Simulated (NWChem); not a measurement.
All runs are NWChem calculations. System: C3H5, charge 1, spin multiplicity 1, at the geometry of a parent with another charge or spin, in a state set for the comparison that need not be this species' ground state. Level: B3LYP/def2-TZVP, VWN1-RPA local correlation.

Output (cleaned and shortened):

```
             Northwest Computational Chemistry Package (NWChem) 7.3.0
             --------------------------------------------------------

                                NWChem Input Module
                                -------------------

 Scaling coordinates for geometry "geometry" by  1.889725989
 (inverse scale =  0.529177249)

 Turning off AUTOSYM since
 SYMMETRY directive was detected!

                             Geometry "geometry" -> ""
                             -------------------------

 Output coordinates in angstroms (scale by  1.889725989 to convert to a.u.)

  No.       Tag          Charge          X              Y              Z
 ---- ---------------- ---------- -------------- -------------- --------------
    1 C                    6.0000     0.04852100    -1.35999500     0.00000000
    2 C                    6.0000     0.37908300    -0.08018600     0.00000000
    3 C                    6.0000    -0.20706700     1.26330300     0.00000000
    4 H                    1.0000     0.80199800    -2.16809400     0.00000000
    5 H                    1.0000    -1.01517900    -1.68788400     0.00000000
    6 H                    1.0000    -1.32440800     1.22587400     0.00000000
    7 H                    1.0000     0.10718600     1.84568600     0.89265900
    8 H                    1.0000     0.10718600     1.84568600    -0.89265900

 Effective nuclear repulsion energy (a.u.)      63.2751972262

            Nuclear Dipole moment (a.u.)
            ----------------------------
        X                 Y               Z
 ---------------- ---------------- ----------------
     0.0000094486    -0.0000000000     0.0000000000

      Symmetry information
      --------------------

 Group name             Cs
 Group number              2
 Group order               2
 No. of unique centers     7

      Symmetry unique atoms

     1    2    3    4    5    6    7


 Summary of "ao basis" -> "" (spherical)
 ------------------------------------------------------------------------------
       Tag                 Description            Shells   Functions and Types
 ---------------- ------------------------------  ------  ---------------------
 *                         def2-tzvp                  on all atoms

                                 NWChem DFT Module
                                 -----------------

 Summary of "ao basis" -> "ao basis" (spherical)
 ------------------------------------------------------------------------------
[...]
 Vector   10  Occ=2.000000D+00  E=-6.448212D-01  Symmetry=a'
              MO Center= -1.8D-01,  4.9D-01,  6.3D-15, r^2= 3.1D+00
   Bfn.  Coefficient  Atom+Function         Bfn.  Coefficient  Atom+Function
  ----- ------------  ---------------      ----- ------------  ---------------
    68      0.212183  3 C  px                69      0.204800  3 C  py
   107     -0.178963  6 H  s                 71      0.155505  3 C  px
    72      0.152185  3 C  py                 6     -0.149765  1 C  px
    95     -0.143432  4 H  s                  7      0.125267  1 C  py
   113      0.123925  7 H  s                119      0.123925  8 H  s

 Vector   11  Occ=2.000000D+00  E=-5.383138D-01  Symmetry=a"
              MO Center=  1.6D-01, -3.2D-01, -5.8D-15, r^2= 2.2D+00
   Bfn.  Coefficient  Atom+Function         Bfn.  Coefficient  Atom+Function
  ----- ------------  ---------------      ----- ------------  ---------------
    39      0.296690  2 C  pz                 8      0.288271  1 C  pz
    42      0.251785  2 C  pz                11      0.250206  1 C  pz
    70     -0.143231  3 C  pz                14      0.122573  1 C  pz
   113     -0.116042  7 H  s                119      0.116042  8 H  s
    45      0.113505  2 C  pz                73     -0.103440  3 C  pz

 Vector   12  Occ=0.000000D+00  E=-4.058636D-01  Symmetry=a'
              MO Center=  3.4D-01, -1.2D-01,  3.2D-16, r^2= 2.1D+00
   Bfn.  Coefficient  Atom+Function         Bfn.  Coefficient  Atom+Function
  ----- ------------  ---------------      ----- ------------  ---------------
    37      0.403270  2 C  px                40      0.359507  2 C  px
    43      0.257606  2 C  px               101      0.153820  5 H  s
   107      0.147264  6 H  s                 35      0.138111  2 C  s
    36      0.130555  2 C  s                102      0.131063  5 H  s
   108      0.127258  6 H  s                 95     -0.108278  4 H  s

 Vector   13  Occ=0.000000D+00  E=-2.564599D-01  Symmetry=a"
              MO Center=  1.6D-01, -6.8D-01, -1.7D-15, r^2= 2.4D+00
   Bfn.  Coefficient  Atom+Function         Bfn.  Coefficient  Atom+Function
  ----- ------------  ---------------      ----- ------------  ---------------
    14      0.495624  1 C  pz                45     -0.450963  2 C  pz
    39     -0.347397  2 C  pz                 8      0.330106  1 C  pz
    42     -0.315930  2 C  pz                11      0.311695  1 C  pz
   114      0.151109  7 H  s                120     -0.151109  8 H  s
   113      0.089037  7 H  s                119     -0.089037  8 H  s

 Vector   14  Occ=0.000000D+00  E=-1.470446D-01  Symmetry=a'
              MO Center= -2.6D-01,  3.9D-01, -3.4D-16, r^2= 6.8D+00
   Bfn.  Coefficient  Atom+Function         Bfn.  Coefficient  Atom+Function
  ----- ------------  ---------------      ----- ------------  ---------------
    67      3.196372  3 C  s                114     -1.189299  7 H  s
   120     -1.189299  8 H  s                108     -1.168445  6 H  s
    96     -0.916723  4 H  s                  4      0.618333  1 C  s
    13     -0.607071  1 C  py                36     -0.601851  2 C  s
   102     -0.590893  5 H  s                 44     -0.561381  2 C  py

 center of mass
 --------------
 x =   0.06045377 y =  -0.04848575 z =   0.00000000

 moments of inertia (a.u.)
 ------------------
         210.664776430203          19.730143540164           0.000000000000
          19.730143540164          26.101610599757           0.000000000000
           0.000000000000           0.000000000000         225.295051941506

     Multipole analysis of the density
     ---------------------------------

     L   x y z        total         alpha         beta         nuclear
     -   - - -        -----         -----         ----         -------
     0   0 0 0      1.000000    -11.000000    -11.000000     23.000000

     1   1 0 0     -0.120905     -0.060457     -0.060457      0.000009
     1   0 1 0     -0.160447     -0.080224     -0.080224     -0.000000
     1   0 0 1     -0.000000     -0.000000     -0.000000      0.000000

     2   2 0 0     -9.573127    -12.972216    -12.972216     16.371306
     2   1 1 0     -0.633424      5.755954      5.755954    -12.145331
     2   1 0 1     -0.000000     -0.000000     -0.000000      0.000000
     2   0 2 0     -3.819757    -67.219589    -67.219589    130.619422
     2   0 1 1     -0.000000     -0.000000     -0.000000      0.000000
     2   0 0 2    -13.408937     -9.550036     -9.550036      5.691134

 Task  times  cpu:        9.8s     wall:        9.8s

 Total times  cpu:        9.9s     wall:        9.9s
```

Q: Write an NWChem input that would produce this output.

A: Several could match; the one computed here: 
```
start mol
memory heap 200 mb stack 900 mb global 1100 mb
charge 1
geometry units angstroms nocenter noautoz
  C      0.048521    -1.359995     0.000000
  C      0.379083    -0.080186     0.000000
  C     -0.207067     1.263303     0.000000
  H      0.801998    -2.168094     0.000000
  H     -1.015179    -1.687884     0.000000
  H     -1.324408     1.225874     0.000000
  H      0.107186     1.845686     0.892659
  H      0.107186     1.845686    -0.892659
  symmetry group Cs
end
basis spherical
  * library def2-tzvp
end
dft
  xc b3lyp
  semidirect memsize 60000000 filesize 0
  iterations 100
end
task dft energy
```
